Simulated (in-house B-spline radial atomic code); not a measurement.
PBE excitations of Te⁶⁺

Method: PBE. Computed with an all-electron radial atomic-structure program (B-spline basis): linear response of the closed shell [Kr] 4d10 with the functional's adiabatic kernel; scalar-relativistic (spin-free one-electron X2C), finite nucleus, no spin-orbit coupling, no double excitations, S, P, D and F terms only; shells from n = 2 respond. Only terms of natural parity with L up to 3 were computed.

Command:
```bash
python run_td.py task.json out
```
Settings (radii: box in bohr, nucleus in fm):
```
Z                        52
electrons                46
configuration            [Kr] 4d10
hamiltonian              x2c
method                   pbe,pbe
box_radius               14.35
rms_radius               4.7423
intervals                70
```

Cost of the run: 1.6 s on 1 thread of Intel(R) Xeon(R) Platinum 8375C CPU @ 2.90GHz (Ice Lake), with other jobs on the host.

The lowest states, in the order of their Tamm-Dancoff energies; the method's threshold (minus the highest occupied level) is 113.69 eV. Labels give the largest channel, * marks a mixed state, and oscillator strengths are full-response dipole values. Semilocal kernels can invert the small singlet-triplet splittings of Rydberg terms. Energies in eV:

```tsv
state	full response	Tamm-Dancoff	oscillator strength
4d → 5s 3D	35.93	35.95	-
4d → 5s 1D	36.76	36.77	-
4d → 5p 3P	49.02	49.04	-
4d → 5p 3F	49.22	49.23	-
4d → 5p 1F	49.72	49.72	-
4d → 5p 1P	?	?	?
4d → 4f 3P	67.36	67.41	-
4d → 5d 3S	67.49	67.51	-
4d → 5d 3D	68.27	68.28	-
4d → 4f 3F	?	?	-
4d → 5d 1D	68.80	68.81	-
4d → 4f 1F	70.26	70.30	-
4d → 5d 1S	72.74	73.23	-
4d → 6s 3D	75.26	75.26	-
4d → 6s 1D	75.47	75.47	-
4d → 4f 1P	77.74	78.46	4.05
4d → 6p 3P	80.40	80.41	-
4d → 6p 3F	80.48	80.49	-
4d → 6p 1F	80.63	80.63	-
4d → 6p 1P	81.00	81.05	0.52
4d → 5f 3P	86.86	86.87	-
4d → 5f 3F	87.14	87.15	-
```

(1) Where does 4d → 5p 1P lie?

(2) Where does 4d → 4f 3F lie?

(3) How large is the singlet-triplet splitting of 4d → 5s (D terms) in Tamm-Dancoff?

(4) What polarisabilities and dispersion coefficient does the method give?

Results:

(1) At 50.82 eV in full response, 50.89 eV in Tamm-Dancoff, oscillator strength 0.942.

(2) At 68.26 eV in full response, 68.29 eV in Tamm-Dancoff.

(3) 0.826 eV, from the unrounded values.

(4) Dipole 1.348 bohr³, quadrupole 1.93 bohr⁵, C6 4.159 hartree·bohr⁶ for two such species.
